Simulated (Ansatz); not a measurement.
```yaml
atoms:
  - { symbol: C, position_ang: [-0.0331, -0.0197, 0.0319] }
  - { symbol: H, position_ang: [1.0791, 0.0023, -0.0487] }
  - { symbol: H, position_ang: [-0.5446, 0.9942, 0.0021] }
  - { symbol: H, position_ang: [-0.5378, -0.9206, 0.0434] }
```

Basis set: aug-cc-pVDZ (spherical functions). Correlated methods keep 1 orbital frozen. Charge 0, multiplicity 2.

Computed with Ansatz (development build ahead of 0.2.0); each method stands on the lowest determinant of its kind that the runs found.

The atomization energy at this shape (free ground-state atoms in the same class of orbitals less the molecule, no zero-point energy) of doublet CH₃:

| method | atomization energy |
| --- | --- |
| UHF-MP2 | 284.97 kcal/mol |

Question: What does UHF give?

Answer: 235.33 kcal/mol.
